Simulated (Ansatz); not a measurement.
System: trichloro(ethoxy)germane, C₂H₅Cl₃GeO, net charge 0, singlet state. 
Geometry from a B3LYP-D3(BJ)/def2-TZVP (Ansatz, a quantum-chemistry and plane-wave program) optimisation:
```xyz
12

C     -3.5336    -1.1126    -0.2987
C     -2.0370    -1.1983    -0.4951
O     -1.4430    -0.0381     0.1194
Ge     0.2920     0.1897     0.0813
Cl     0.9997     0.2935    -1.9419
Cl     0.6937     2.0136     1.0995
Cl     1.2932    -1.4420     1.0511
H     -4.0182    -1.9789    -0.7535
H     -3.7804    -1.0940     0.7632
H     -3.9300    -0.2092    -0.7628
H     -1.6349    -2.1038    -0.0314
H     -1.7847    -1.2179    -1.5593
```
Charge 0, spin multiplicity 1.

Quantity: atomisation energy (electronic, to ground-state atoms), in kcal/mol. Valence correlation only, unless marked. UHF or UKS for open shells. No spin-orbit coupling. The frozen core is the preceding noble-gas configuration, with the filled d and f shells of earlier blocks. No relativistic terms. The coupled-cluster limit lacks core correlation, which all-electron functionals hold. CBS(X,Y): correlation extrapolated as X^-3; Hartree-Fock from the larger set.

```json
[
 {"level": "B3LYP-D4/def2-TZVPD", "program": "Ansatz + dftd4", "atomisation energy (kcal/mol)": "1022.2", "minus last row": "-14.6"},
 {"level": "PBE0/def2-TZVPD", "program": "Ansatz", "atomisation energy (kcal/mol)": "1028.0", "minus last row": "-8.8"},
 {"level": "wB97X/def2-TZVPD", "program": "Ansatz", "atomisation energy (kcal/mol)": "1031.5", "minus last row": "-5.3"},
 {"level": "B2GP-PLYP-D4/def2-TZVPD", "program": "Ansatz + dftd4", "atomisation energy (kcal/mol)": "1019.0", "minus last row": "-17.8"},
 {"level": "B2PLYP/def2-TZVPD", "program": "Ansatz", "atomisation energy (kcal/mol)": "1013.8", "minus last row": "-23.0"},
 {"level": "MP2/CBS(def2-TZVPP,def2-QZVPP)", "program": "Ansatz", "atomisation energy (kcal/mol)": "1064.1", "minus last row": "27.3"},
 {"level": "CCSD(T)/CBS(def2-TZVPP,def2-QZVPP)", "program": "Ansatz", "atomisation energy (kcal/mol)": "1036.8", "minus last row": "0.0"}
]
```
